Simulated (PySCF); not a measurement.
# SMILES CC(=O)N[C@@H]1C[C@@H]1C#N, C6H8N2O

Geometry:
| atom | x (Å) | y (Å) | z (Å) |
| --- | --- | --- | --- |
| C1 | 2.696 | -0.792 | 0.264 |
| C2 | 1.659 | 0.198 | -0.212 |
| O3 | 1.866 | 1.065 | -1.029 |
| N4 | 0.446 | 0.035 | 0.388 |
| C5 | -0.684 | 0.812 | 0.026 |
| C6 | -1.746 | 1.122 | 1.024 |
| C7 | -2.048 | 0.151 | -0.101 |
| C8 | -2.154 | -1.225 | 0.223 |
| N9 | -2.199 | -2.334 | 0.507 |
| H10 | 2.360 | -1.809 | 0.070 |
| H11 | 3.629 | -0.613 | -0.264 |
| H12 | 2.860 | -0.674 | 1.333 |
| H13 | 0.297 | -0.739 | 1.018 |
| H14 | -0.411 | 1.554 | -0.714 |
| H15 | -2.228 | 2.086 | 0.994 |
| H16 | -1.648 | 0.707 | 2.017 |
| H17 | -2.701 | 0.468 | -0.904 |

The calculation used GIAO PBE0/pcSseg-1 magnetisability, rotational g tensor and spin-rotation constants, non-relativistic, gas phase in PySCF. Geometry: GFN2-xTB.

Q: What are the magnetisability and the molar susceptibility?

A: Isotropic -1334 × 10⁻³⁰ J/T², or -80.3 × 10⁻⁶ cm³/mol; principal values -1467, -1345, -1191 × 10⁻³⁰ J/T², anisotropy 239 × 10⁻³⁰ J/T² (root of half the summed squared differences of the principal values). The susceptibility is in cgs units.

Q: Split it along the inertial axes a, b, c into diamagnetic and paramagnetic parts about the centre of mass, with the quadrupole moment.

A: 
| axis | χ (10⁻⁶ cm³/mol) | diamagnetic (10⁻⁶ cm³/mol) | paramagnetic (10⁻⁶ cm³/mol) | summed x² of all electrons (Å²) | quadrupole Θ (D Å) |
| --- | --- | --- | --- | --- | --- |
| a | -74.3 | -531.8 | 457.5 | 258.7 | -9.08 |
| b | -88.1 | -1233.1 | 1145.0 | 93.4 | +2.01 |
| c | -78.6 | -1493.7 | 1415.1 | 32.0 | +7.07 |

Anisotropies 2χaa − χbb − χcc = +18.1 and 2χbb − χaa − χcc = -23.3 × 10⁻⁶ cm³/mol. Θ is traceless in Buckingham's convention.

Q: And the rotational g tensor?

A: 
| axis | rotational constant (GHz) | g | nuclear part | electronic part |
| --- | --- | --- | --- | --- |
| a | 2.8623 | -0.0272 | 0.5880 | -0.6152 |
| b | 1.0296 | -0.0063 | 0.5476 | -0.5538 |
| c | 0.8416 | -0.0101 | 0.5494 | -0.5595 |

Asymmetric top; isotopes 12C, 1H, 14N, 16O; no vibrational averaging.
